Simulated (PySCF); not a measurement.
An unknown shows these calculated signals:

1H NMR (400 MHz, computed): δ 4.13 (s, 4H), 1.93 (s, 3H).

13C{1H} NMR (computed): δ 106.0 (C), 81.5 (C), 67.9 (CH2), 5.5 (CH3).

Calculated, not measured (PySCF): spin–spin couplings from B3LYP/pcJ-1 (spin–dipole term only in couplings to heteroatoms), NMR shieldings at PBE0/pcSseg-1/GIAO, coordinates at the PBE0-D3(BJ)/def2-SVP level. No relativistic terms, one computed conformer, no solvent model, one averaged value for each set of equivalent atoms.

Referencing at the same level of theory: TMS for 1H, 13C.

Which of these does the molecule contain: a C≡C triple bond, an NH or NH2 group, a non-aromatic C=C double bond, a benzene ring?

## Answers


- A C≡C triple bond: yes (δC 106.0, 81.5).
- An NH or NH2 group: no.
- A non-aromatic C=C double bond: no.
- A benzene ring: no.

The data belong to SMILES C(C)#CB1OCCO1, C$_{5}$H$_{7}$BO$_{2}$; they needn't prove each group on their own.

Carbon signals by region: 1 in the sp2 and nitrile region (100–160 ppm), 2 at 50–100 ppm, 1 below 50 ppm.

A carbon bonded to boron is broadened by the quadrupolar boron nucleus and is often missing from a measured spectrum. Shifts are as computed. Against solution values, carbons near 30 ppm lie about +2 ppm off and those near 130 ppm about +5 ppm. Of 1211 compounds with measured shifts, 218 miss one by over three times the rms of a fit or turn the order of signals round; such compounds aren't used in these exercises.
